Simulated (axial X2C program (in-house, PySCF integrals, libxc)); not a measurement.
**Correcting the dissociation energy of NbSi⁺ for spin–orbit coupling**

A spin-free CCSD(T) curve (one-electron X2C) was computed with an in-house relativistic program for diatomic molecules, basis Nb dyall-cv3z [11s12p9d5f3g], Si dyall-v3z [8s7p2d1f] (cores contracted in-house), for the state M_S = 3, Λ = 0 (beyond evenly filled blocks: 2 × σα, π+α, π-α, δ+α, δ-α). It gives D0 = 2.301 eV to Nb+ + Si, which in a spin-free picture are the weighted means of the ground terms.

Correlated methods: 8 electrons correlated (number of frozen shells: Nb 4 s, 3 p, 1 d; Si 2 s, 1 p), 266 virtual spin orbitals or spinors in MP2, 89 natural virtuals in coupled cluster.

Measured levels of the ground terms (NIST Handbook of Basic Atomic Spectroscopic Data), in cm⁻¹: Nb+ 5D: J = 0 at 0, J = 1 at 159, J = 2 at 438.4, J = 3 at 801.3, J = 4 at 1224.8; Si 3P: J = 0 at 0, J = 1 at 77.1, J = 2 at 223.2.

The molecular state has Λ = 0, so it has no first-order lowering.

(1) How far does each ground level lie under the (2J+1)-weighted mean of its term?

(2) Correct D0.

Second-order spin–orbit effects in the molecule, which grow quickly with Z, are left out. The state is one determinant whose occupation by symmetry is held fixed; it was picked as the lowest of a PBE0 search that is not exhaustive. De is counted from the lowest determinant-based energies of the atoms at the same level, without counterpoise correction. Coupled cluster ran in a truncated set of natural virtual spinors; the MP2 energy of the rest was added. (T) has no such correction and the atoms are truncated less, which lowers De at CCSD(T) by a hundredth of an eV or more. PBE0 can misorder states that lie within some tenths of an eV, so this need not be the ground state of the molecule. The nearest other spin-free determinant of the search, M_S = 2, Λ = 0, lies 0.02 eV up at the distance of the search. The outer-core s and p shells of the metal are frozen in the correlated rows, which leaves out core–valence correlation; for alkali and alkaline-earth bonds that tends to lengthen them. With the outer-core shells frozen, correlated bond lengths of heavy atoms tend to come out a few hundredths of an ångström too long.

Results:

(1) Nb+: (1 × 0 + 3 × 159 + 5 × 438.4 + 7 × 801.3 + 9 × 1224.8)/25 = 772 cm⁻¹; Si: (1 × 0 + 3 × 77.1 + 5 × 223.2)/9 = 150 cm⁻¹.

(2) D0 = 2.301 + (0 − 922)/8065.5 = 2.187 eV at CCSD(T) with these spin–orbit terms.
